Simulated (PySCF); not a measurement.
An unknown shows these calculated signals:

¹H NMR (400 MHz, computed): δ 4.01 (m, 1H), 3.77 (m, 1H), 3.71 (m, 1H), 3.56 (m, 1H), 1.98 (m, 1H), 1.84 (m, 1H), 1.76 (m, 1H), 1.71 (m, 1H), 1.52 (m, 1H), 1.35 (s, 3H), 1.17 (m, 1H), 0.91 (d, 3H).

¹³C{¹H} NMR (computed): δ 43.8 (CH2), 42.1 (CH2), 38.7 (CH), 36.4 (C), 25.5 (CH), 21.3 (CH3), 20.7 (CH3).

- geometry from GFN2-xTB
- σ from GIAO-PBE0/pcSseg-1
- program: PySCF
- a single conformation, equivalent nuclei averaged, no relativistic terms, in vacuum

Referencing at the same level of theory: ¹H (σ = 31.72 ppm) and ¹³C (σ = 186.93 ppm) against TMS.

Problem. Which of these does the molecule contain: an OH group, a Si–H bond, a nitrile, a tert-butyl group?

Solution. 
- An OH group: no.
- A Si–H bond: yes (δH 3.77 (m), 3.56 (m)).
- A nitrile: no.
- A tert-butyl group: no.

The data belong to SMILES C1[C@H]2C[C@@H](C)[C@]1(C)[SiH2][SiH2]2, C7H16Si2; they needn't prove each group on their own.

Carbon signals by region: 7 below 50 ppm.

Shifts are as computed. Against solution values, carbons near 30 ppm lie about +3 ppm off and those near 130 ppm about +5 ppm. Of 1309 compounds with measured shifts, 239 miss one by over three times the rms of a fit or turn the order of signals round; such compounds aren't used in these exercises. Multiplicities follow the n + 1 count of equivalent neighbours, as no J values were calculated; m marks all less simple cases, F and P coupling included.
